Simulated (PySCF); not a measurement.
PySCF job for B(F)(H)(NCO) (CHBFNO), SMILES O=C=NBF, PBE0/pcJ-1. The structure is a stationary point at B3LYP-D3(BJ)/def2-SVP. Other conformers were not sampled.

```python
import numpy as np
from pyscf import gto, scf, dft
from pyscf.prop.ssc import rks as ssc

mol = gto.M(
    atom='''
    B    -0.49875874   -1.25309372    0.00000000
    F     0.38901657   -2.23297979   -0.00000000
    H    -1.67074825   -1.52616471   -0.00000000
    N    -0.03633828    0.08396457    0.00000000
    C     0.01185515    1.28518310    0.00000000
    O     0.10582874    2.44870010   -0.00000000
    ''',
    basis='pcJ-1',
    charge=0,
    spin=0,
    max_memory=1600,
    verbose=3,
)
mf = dft.RKS(mol, xc='pbe0')
mf.grids.level = 3
mf.conv_tol = 1e-10
mf.max_cycle = 100
mf.kernel()
j = ssc.SSC(mf)
j.with_fcsd = True
j.max_cycle_cphf = 80
j.conv_tol = 1e-7
e11 = j.kernel()
```

Output:

```
converged SCF energy = -293.159763557544
Reduced spin-spin coupling constant K (Hz)
               #0        #1        #2        #3        #4
        0 B    0.00000
        1 F  -15.05715   0.00000
        2 H   18.82466   2.95949   0.00000
        3 N   47.44189   5.78577   3.63269   0.00000
        4 C    8.92538   1.04825   0.16126  80.18571   0.00000
        5 O    0.51296   0.30672   0.15341   3.55008 -15.51530
               #5
        5 O    0.00000
Spin-spin coupling constant J (Hz)
               #0        #1        #2        #3        #4
        0 B    0.00000
        1 F  -141.90065   0.00000
        2 H  188.47215  86.91469   0.00000
        3 N   34.33438  12.28243   8.19276   0.00000
        4 C   22.47457   7.74256   1.26536  45.48238   0.00000
        5 O   -0.69649  -1.22161  -0.64914  -1.08581  16.51102
               #5
        5 O    0.00000
```

Self-consistency was reached.

Cost: very roughly 2.1 core-minutes.
